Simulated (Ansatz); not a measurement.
The same path of AlCl2H3O (7 atoms, charge 0, multiplicity 1) was run 3 times with different band settings. Lost on the way: Al1–H2, O5–H7. Made: H2–H7.

Method: Ansatz 0.2.0, RKS PBE0/6-31G*.

Relaxed end points:

```xyz
7
Properties=species:S:1:pos:R:3
Al 0.074 0.016 0.120
H 0.024 0.703 1.544
Cl 1.818 0.223 -1.058
Cl -1.757 -0.154 -0.973
O 0.109 -1.899 0.675
H -0.612 -2.388 0.241
H 0.015 -2.025 1.633
```

```xyz
7
Properties=species:S:1:pos:R:3
Al 0.049 -0.698 -0.387
H 0.004 0.272 1.895
Cl 1.805 0.354 -0.770
Cl -1.796 0.211 -0.774
O 0.162 -2.333 0.051
H -0.631 -2.873 0.127
H 0.079 -0.458 2.041
```

Common settings: spring 5.0 eV/Å²; start path through a guess of the saddle point; force threshold 0.05 eV/Å; iteration limit 60; end points relaxed.

| run | movable images | climbing image | optimiser |
| --- | --- | --- | --- |
| 1 | 5 | yes | quadratic models (default) |
| 2 | 5 | from the first iteration | fire |
| 3 | 4 | no | quadratic models (default) |

What does each run give, and how far can it be trusted?

Run 1: converged after 8 iterations, highest image 0.959 eV above the first end. A vibrational analysis at the climbing image gives one clearly imaginary mode, 1318i cm⁻¹: a first-order saddle point.
Run 2: converged after 55 iterations, highest image 0.960 eV above the first end. Another band between the same ends (5 images) ends at a top of the same energy, where a vibrational analysis finds 1 clearly imaginary mode.
Run 3: converged after 7 iterations, highest image 0.647 eV above the first end. No image climbed, so the highest image needn't sit at the top of the path.
The orbitals stay closed-shell, which can raise the energy where a bond breaks towards radicals; this wasn't checked here.
